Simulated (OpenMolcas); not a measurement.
What dynamic correlation does to the levels of Ga2+

```yaml
Program: OpenMolcas
Basis: ANO-RCC-VTZP [6s5p3d1f]
Scalar_Hamiltonian: DKH4, point nucleus
Active_space: 1 electron in 4 orbitals (4s 4p)
State_averaging: 2S+1 = 2 even, 1 root; 2S+1 = 2 odd, 3 roots
Spin-orbit_coupling: state interaction with AMFI integrals over the reference wave functions, term energies averaged over their components
```

Methods on the same reference wave functions:
A. CASSCF
B. SS-CASPT2, IPEA 0.25 Eh, imaginary shift 0.1 Eh (closed shells correlated: 3d)

Energies in cm⁻¹ above 4s ²S_1/2, the measured ground level; measured values from Shirai, Reader, Kramida and Sugar, J. Phys. Chem. Ref. Data 36, 509 (2007).

```tsv
Level	A	B	Measured
4s ²S_1/2	0.0	0.0	0.0
4p ²P°_1/2	62885	65186	65169
4p ²P°_3/2	64267	66567	66888
```

Deviations, from unrounded energies. A percentage is the sum of absolute deviations over the sum of measured energies, with the sign that they share, or ± where signs differ.

```json
{"Against measurement": "mean absolute deviation (cm-1)", "Levels": "2", "A": "2500", "B": "170"}
{"Against measurement": "other configurations (%)", "Levels": "2", "A": "-3.7", "B": "±0.3"}
```

B lies closest to measurement on these levels. The largest miss of B in the table is 4p ²P°_3/2, by -320 cm-1. The ranking rests on the paired levels alone, and a cruder setting can come out closer through cancelling errors.

The lowest spin-free term lies below A's lowest term by 0.376 hartree in B.

With one active electron the reference holds no correlation, so core polarisation is missing (holds for A). With one active electron, CASPT2 adds the correlation within the correlated inactive shells and between them and that electron, and leaves the splitting within a term as the reference gives it (holds for B). Computed and measured levels are paired by configuration, term and J; levels that our copy of the source lacks, or whose pairing is in doubt (as where it misses far off the trend of its configuration), stay unpaired and out of the deviations. Only configurations of the active space appear.

° marks odd parity.
